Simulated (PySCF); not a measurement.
# BrSe₂: from structure and modes to constants

All numbers come from PySCF, UPBE0, basis Br def2-SVP, Se def2-SVP (no relativity, density fitting).

The quartet minimum has C∞v symmetry. Masses (u): Br 78.91834, Se 79.91652.

```xyz
3
charge 0 multiplicity 4, angstrom
Br    2.5879    0.0000    0.0000
Se   -0.1850    0.0000    0.0000
Se   -2.3705    0.0000    0.0000
```

Harmonic wavenumbers (cm⁻¹): 42.4 (π, ×2), 65.4 (σ+, ×1), 367.7 (σ+, ×1).

What is the harmonic zero-point energy?

Half the sum of all 4 wavenumbers, 518/2 = 259 cm⁻¹, which is 3.1 kJ/mol (1 cm⁻¹ = 0.0119627 kJ/mol).

Find the vibrational entropy and heat capacity at 298.15 K.

With u = 1.43878 ω/T, each mode gives S = R[u/(eᵘ−1) − ln(1−e⁻ᵘ)] and C = R u² eᵘ/(eᵘ−1)².
```
 ω (cm⁻¹)      u  S (J/(mol K))  C (J/(mol K))
42.4 (×2)  0.205          21.52           8.29
     65.4  0.316          17.94           8.25
    367.7  1.774           4.56           6.44
```
The sums over all modes are S = 65.5 and C = 31.3 J/(mol K); the softest mode gives 33 % of the entropy (each member, where degenerate).

Only a few start shapes were tried, so a lower isomer may exist.
